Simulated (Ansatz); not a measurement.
`C[SiH2][O][ZnH]` + H₂ → `[SiH3][O][ZnH]` + CH₄  (hydrogenolysis of the Si–C bond)

Program: Ansatz. Geometries: PBE0-D4/def2-TZVP. ΔE: electronic, gas phase. CBS: MP2 limit from def2 TZ/QZ plus the TZ coupled-cluster correction, frozen cores. This one scheme is used for every species. Functionals use def2-TZVPP. For Zn outer-core shells are correlated without core-valence functions, which leaves a few kJ/mol of doubt a bond. Scalar relativity is left out up to krypton. One conformer a species, not always the lowest.

(1) Is it downhill or uphill in electronic energy at CCSD(T)/CBS, and by how much? (An estimate is asked.)

(2) What do these levels give: PBE-QIDH, PBE, r2SCAN, MP2/def2-TZVPP, MP2/def2-QZVPP, CCSD/CBS(def2)? (Best estimate.)

Largest T1 diagnostic among the species: 0.016.

Results:

(1) The calculation gave: Downhill: ΔE = -4.7 kcal/mol.

(2) Ansatz gave: PBE-QIDH -5.3, PBE -5.2, r2SCAN -4.6, MP2/def2-TZVPP -4.3, MP2/def2-QZVPP -3.9, CCSD/CBS(def2) -5.7 kcal/mol.

From BLYP to BHLYP (50 % exact exchange), in def2-TZVPP and without D4, ΔE moves by −0.9 kcal/mol. The D4 term adds +1.8 kcal/mol with B3LYP and +1.0 kcal/mol with PBE0; it sums over pairs of atoms, weighted by their polarisabilities, and B3LYP, whose exchange is more repulsive, gets the larger term.

B3LYP here is the variant with VWN-RPA as its local correlation; programs differ in this.
